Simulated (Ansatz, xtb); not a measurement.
## Relaxing a trial structure of BrClHSi2

The starting geometry of this gas-phase doublet has its atoms placed at random.

```xyz
5

Br    1.5753    0.4465    0.0779
Cl   -0.6512    0.7145   -1.5649
Si   -1.9099    0.1038    0.4617
Si   -0.1149   -1.6513   -1.0256
H    -0.6877    1.4683   -0.6872
```

Q: Guess where an optimisation with r2SCAN-D4/def2-SVP ends from this start.

A: It ends as a structure with Cl2 bridging Si3 and Si4, given below by its coordinates. Contacts that open: Cl2–H5 (1.16 → 2.88 Å). Contacts that close: Br1–Si4 (2.91 → 2.29 Å), Cl2–Si3 (2.46 → 2.23 Å), Si3–Si4 (2.92 → 2.43 Å), Si3–H5 (2.16 → 1.51 Å).

The energy falls by 5.81 eV over 18 steps:

```json
{"step": "1", "E − E(last) (eV)": "5.810"}
{"step": "3", "E − E(last) (eV)": "3.034"}
{"step": "5", "E − E(last) (eV)": "2.645"}
{"step": "7", "E − E(last) (eV)": "2.284"}
{"step": "9", "E − E(last) (eV)": "1.361"}
{"step": "10", "E − E(last) (eV)": "0.840"}
{"step": "12", "E − E(last) (eV)": "0.249"}
{"step": "14", "E − E(last) (eV)": "0.024"}
{"step": "16", "E − E(last) (eV)": "0.001"}
{"step": "18", "E − E(last) (eV)": "0.000"}
```

Final geometry (Å):

```
atom    x (Å)    y (Å)    z (Å)
  Br   1.7984  -0.0358   0.2172
  Cl  -0.7839   0.4166  -2.2976
  Si  -1.6498   0.3158  -0.2476
  Si   0.1086  -1.3101  -0.6458
   H  -1.2617   1.6953   0.2358
```

From the same start GFN2-xTB ends elsewhere, in pieces: BrSi2 + ClH.

From so rough a start the end depends on the optimiser's path, so another program may land elsewhere. No frequencies were run, so the end isn't proven a minimum. Open shells are spin-unrestricted. Run with Ansatz 0.2.0, 90 s on 2 threads of Intel(R) Xeon(R) 6975P-C (Granite Rapids), with other jobs on the host.
